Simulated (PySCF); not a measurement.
# Mayer bond orders and bond lengths

Species: C3H12ClNSi2.
Atom-mapped SMILES: `[CH3:1][N:2]([CH3:3])[CH2:4][Si@@H:5]([SiH3:6])[Cl:7]` (hydrogens: H8, H9, H10 on C1; H11, H12, H13 on C3; H14, H15 on C4; H16 on Si5; H17, H18, H19 on Si6)

Cartesian coordinates in Å at the GFN2-xTB level; atoms count from 1:
```
atom  x, y, z in Å
C1    -1.9560   -0.5968    1.0770
N2    -0.8283   -0.0030    0.3857
C3    -1.1591    1.3250   -0.0829
C4    -0.3613   -0.8501   -0.7029
Si5    1.3968   -0.3323   -1.2551
Si6    2.5988    0.3186    0.6157
Cl7    2.1990   -1.9707   -2.1766
H8    -1.6627   -1.5669    1.4761
H9    -2.8308   -0.7359    0.4218
H10   -2.2444    0.0451    1.9087
H11   -1.4801    1.9332    0.7618
H12   -0.2788    1.7862   -0.5261
H13   -1.9646    1.3175   -0.8350
H14   -1.0838   -0.8651   -1.5379
H15   -0.3120   -1.8745   -0.3237
H16    1.2948    0.6378   -2.3587
H17    2.0897    1.5807    1.1556
H18    2.5575   -0.6750    1.6910
H19    4.0155    0.5355    0.2982
```

Bond orders from the PBE0/pcSseg-1 density (PySCF). The structure is a single GFN2-xTB conformer in the gas phase; no vibrational or solvent corrections.

(1) How far do the computed orders between heavy atoms stray from the drawn ones?

(2) Set the Mayer orders of the bonds between heavy atoms beside their lengths.

Results:

(1) The largest departure is 0.116, at C4–Si5 (drawn single, 0.884).

(2) 
```csv
bond,drawn as,length (Å),Mayer order
C1–N2,single,1.450,0.977
N2–C3,single,1.447,0.967
N2–C4,single,1.456,0.954
C4–Si5,single,1.914,0.884
Si5–Si6,single,2.317,0.891
Si5–Cl7,single,2.044,0.933
```

By pair of heavy elements: C–N: lowest N2–C4 (0.954, 1.456 Å), highest C1–N2 (0.977, 1.450 Å).

**Question.** And the bonds to hydrogen?

**Answer.** C–H: 0.93 to 0.97 (8 bonds); H–Si: 0.92 to 0.94 (4 bonds).

**Question.** Sum the orders of all bonds at each heavy atom with more than one neighbour and set the sums beside the valence in the SMILES.

**Answer.** C1 3.862 (drawn 4), N2 2.898 (drawn 3), C3 3.835 (drawn 4), C4 3.709 (drawn 4), Si5 3.628 (drawn 4), Si6 3.678 (drawn 4). Orders between atoms that aren't bonded are not in these sums.

Mayer orders depend on the basis set.
